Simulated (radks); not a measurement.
The numbers below are computed, except where a source is named.
Problem. Radial electron density D(r) = 4 pi r^2 rho(r) of an atom or ion with 10.1 electrons. Level of theory: scalar-relativistic Kohn-Sham, BLYP, spin-unpolarised, spherical densities, finite nucleus; Fermi nuclear charge, rms radius of each element as measured or else 0.836 A^(1/3) + 0.57 fm (a radial shooting solver on a logarithmic mesh with Libxc functionals).

```
   r/bohr * D(r) (the largest magnitude, 13.6, reaches the edge; | marks zero)
  0.01397 |     *
  0.01775 |        *
  0.02239 |           *
  0.02824 |                *
   0.0359 |                     *
  0.04527 |                           *
  0.05709 |                               *
  0.07258 |                                  *
  0.09153 |                                   *
   0.1154 |                                *
   0.1467 |                              *
   0.1851 |                              *
   0.2334 |                                   *
   0.2967 |                                              *
   0.3741 |                                                      *
   0.4718 |                                                      *
   0.5998 |                                          *
   0.7564 |                          *
    0.954 |            *
    1.213 |    *
    1.529 |  *
    1.929 |  *
    2.452 |*
    3.092 *
      3.9 *
    4.957 *
```

What is the nuclear charge?

Solution. Z = 13. The innermost maximum, from 1s, lies near gamma/Z bohr with gamma = sqrt(1 - (Z/c)^2) = 0.995, here 0.0766 bohr (found: 0.0825), and its height grows with Z. The density is that of the aluminium ion Al2.9+ in 1s1.1 2s2 2p6 3s1; the configuration itself is not fixed sharply by these data, and Z only to about a unit. D(r) has 2 maxima, at r = 0.0825, 0.415 bohr, and minima at 0.164 bohr, inside which lie 1.11 electrons.
